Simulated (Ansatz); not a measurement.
Reaction (SMILES): C=CCO + 4 [H][H] (H2) → 3 C (CH4) + O (H2O)
Each molecule is optimised on its own at B3LYP-D3(BJ)/def2-TZVP (Ansatz, a first-principles code), one conformer each, not searched for the lowest.

Quantity: energy of full hydrogenation (electronic energy difference), in kJ/mol. Correlated levels leave the core frozen unless marked. Spin-orbit coupling is left out. Non-relativistic. Basis-set limits of correlation are two-point, X^-3; Hartree-Fock from the larger set. [CCSD(T)-MP2]/basis is that difference in the basis named.

```
level                        program  energy of full hydrogenation (kJ/mol)
--------------------  --------------  -------------------------------------
PBE0/def2-TZVP                Ansatz                                 -422.4
BHLYP-D4/def2-TZVPD   Ansatz + dftd4                                 -424.7
r2SCAN0/def2-TZVPD            Ansatz                                 -426.7
CAM-B3LYP/def2-TZVPD          Ansatz                                 -421.0
MP2/aug-cc-pVDZ               Ansatz                                 -415.5
SCS-MP2/6-31G                 Ansatz                                 -384.4
```

What does RI-MP2/CBS(aug-cc-pVTZ,aug-cc-pVQZ)+[CCSD(T)-MP2]/aug-cc-pVTZ (Ansatz) give?

-407.1 kJ/mol
